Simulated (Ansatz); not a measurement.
`B1CCN1`, relaxed with RKS PBE-D4/def2-SVP in Ansatz 0.2.0 from a rough embedded geometry. The force threshold is 0.03 eV/Å; the program also tests the step.

Charge 0, multiplicity 1.

Start:

```xyz
10

B     0.031    0.833    0.879
C    -0.644   -0.512    0.399
C     0.060   -0.293   -0.892
N     0.698    0.877   -0.454
H     0.002    1.540    1.892
H    -1.757   -0.465    0.318
H    -0.259   -1.406    0.995
H    -0.608   -0.209   -1.714
H     0.803   -1.146   -1.080
H     1.673    0.781   -0.344
```

Problem. How much energy does the relaxation release, and in how many steps? (Estimate.)

Solution. Computed: 108.97 kJ/mol, in 7 steps.

Problem. Which bonds change most? (Best estimate.)

Solution. The calculation gave: B1–N4 from 1.491 to 1.407 Å; C2–C3 from 1.486 to 1.561 Å; C3–N4 from 1.403 to 1.469 Å; C3–H8 from 1.063 to 1.114 Å.

Problem. Give the relaxed structure. (Best estimate.)

Solution. Computed: 
```xyz
10

B     0.091    0.748    0.939
C    -0.735   -0.544    0.455
C     0.137   -0.408   -0.831
N     0.816    0.766   -0.267
H     0.156    1.483    1.904
H    -1.824   -0.415    0.289
H    -0.579   -1.485    1.020
H    -0.431   -0.195   -1.765
H     0.817   -1.268   -1.031
H     1.552    1.318   -0.713
```
